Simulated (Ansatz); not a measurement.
The cluster Si₃O₃⁻ (the lowest doublet isomer of a short search). The state is a doublet with charge -1. Geometry r2SCAN-D4/def2-SVPD, basis def2-TZVPD, Ansatz.

```xyz
6

Si    0.5635    0.9715   -0.1607
Si   -1.6541   -0.9783    0.2068
Si    1.4460   -1.2187    0.1125
O    -1.1219    0.6031   -0.0388
O     0.9814    2.4620   -0.3888
O    -0.2148   -1.8397    0.2690
```

```tsv
run	HOMO (eV)	LUMO (eV)
A	-2.43	3.33
B	-2.76	3.47
C	-0.92	1.65
D	-0.64	1.40
E	-0.08	0.82
F	-0.35	1.04
```

B3LYP takes the VWN-RPA correlation. The structure comes from a short search, and lower isomers may exist.

HOMO and LUMO are taken over both spins.

Task: The runs used B3LYP, PBE, PBE0, r2SCAN, ωB97M-V, ωB97X-V. Estimate which is which.

Result: A ωB97M-V (range-separated); B ωB97X-V (range-separated); C PBE0 (25 % exact exchange); D B3LYP (20 % exact exchange); E PBE (0 % exact exchange); F r2SCAN (0 % exact exchange). Exact exchange lowers occupied and raises empty levels; among semilocal functionals meta-GGAs tend to open the gap a little, and such runs are hard to tell apart. The gap grows from 0.91 eV (PBE) to 6.23 eV (ωB97X-V).
